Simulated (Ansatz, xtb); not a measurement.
## Two isomers of C3H8ClSi

We compare a, `C[CH][Si@H](C)Cl`, a doublet, with b, `CC[Si](C)Cl`, a doublet. Both are isolated molecules in the gas phase, relaxed with B3LYP/6-31G*; the shapes shown needn't be the lowest conformers.

a (Å):

```xyz
13

C    -1.4481    0.3508    2.0901
C    -1.4502    1.3263    0.9540
C    -0.2160    2.7103   -1.5260
Cl   -1.8148   -0.0505   -1.9650
Si   -0.5974    1.0852   -0.6652
H    -0.7202   -0.4560    1.9542
H    -2.4392   -0.1167    2.2096
H    -1.2301    0.8488    3.0464
H    -2.0859    2.2036    1.0887
H     0.6231    0.2611   -0.4663
H     0.2414    2.5368   -2.5057
H     0.4793    3.3082   -0.9243
H    -1.1276    3.2986   -1.6788
```

b (Å):

```xyz
13

C    -1.1188    0.1119    1.8602
C    -0.8194    1.2074    0.8218
C     1.7682   -0.1724   -0.3535
Cl    1.2087    2.9485   -1.0104
Si    1.0300    1.3977    0.4096
H    -0.6287    0.3195    2.8184
H    -2.1957    0.0377    2.0513
H    -0.7797   -0.8740    1.5213
H    -1.3439    0.9951   -0.1218
H    -1.1946    2.1773    1.1696
H     1.2161   -0.4585   -1.2583
H     2.8171   -0.0205   -0.6259
H     1.7173   -1.0032    0.3598
```

Q: Estimate which is lower in electronic energy at CCSD(T)/def2-SVP + ΔMP2/def2-TZVPP, and by roughly how much.

A: The CCSD(T)/def2-SVP + ΔMP2/def2-TZVPP calculation puts structure b lower, by 0.270 eV.

How the difference moves with the method:

```
                             level      geometry  E(b) − E(a) (eV)  departure from the last row (eV)  job, with rough time for the two
                      B3LYP/6-31G*  B3LYP/6-31G*              −0.251                            +0.019             optimisation, 2.8 min
                       HF/def2-SVP  B3LYP/6-31G*              +0.032                            +0.302           part of the CCSD(T) run
                      MP2/def2-SVP  B3LYP/6-31G*              −0.375                            −0.105           part of the CCSD(T) run
                  CCSD(T)/def2-SVP  B3LYP/6-31G*              −0.280                            −0.010                      single point
CCSD(T)/def2-SVP + ΔMP2/def2-TZVPP  B3LYP/6-31G*              −0.270                                               single point, 2.2 min
```

As drawn, b has 1 C–H in place of 1 Si–H.

HF/def2-SVP puts the two in the other order. The largest departure from CCSD(T)/def2-SVP + ΔMP2/def2-TZVPP is that of HF/def2-SVP, 0.302 eV. Levels run at GFN2-xTB geometries aren't shown. The last row adds to CCSD(T) the change of the MP2 difference between the two basis sets, here +0.010 eV.

With harmonic frequencies from B3LYP/6-31G* (ideal gas, rigid rotor, one conformer each, 298.15 K, 1 atm): on the last row, ΔE + ΔZPE = −0.149 eV. A mode under 50 cm⁻¹ makes harmonic enthalpies and free energies unreliable, so none is given.

Open shells are spin-unrestricted. The correlated steps freeze 13 core orbitals. Programs: Ansatz 0.2.0; the last row on 2 threads of Arm Neoverse V2 on a shared host.
